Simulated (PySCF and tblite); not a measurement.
Results of a calculation; reference values are marked as such.
System: C₆H₈Se, numbered as in [CH3:1][Se:2][CH:3]1[CH:4]=[CH:5][CH:6]=[CH:7]1.

Geometries: GFN2-xTB; energies: PBE0/pcSseg-1 + D3(BJ), IEF-PCM tetrahydrofuran; zero-point and thermal terms from GFN2-xTB harmonic modes (soft modes blended into free rotors). Rate constants are transition-state-theory values, counting equivalent paths, without tunnelling. Programs: tblite and PySCF.

Spin–orbit effects of heavy atoms on shieldings are missing.

(1) What barrier does the rotation about the C3–Se2 bond (torsion C4–C3–Se2–C1 from -57° to -180°, falling) meet, and how fast is it at 298 K?

## Answers

(1) The electronic barrier is 4.2 kcal/mol and ΔG‡(298 K) 5.0 kcal/mol, over a C1 saddle with an imaginary mode of 56i cm⁻¹ (GFN2-xTB). With 2 equivalent paths, k is 2.6×10⁹ s⁻¹, a mean lifetime of the start of 390 ps against this motion. The end lies 1.3 kcal/mol above the start in free energy.
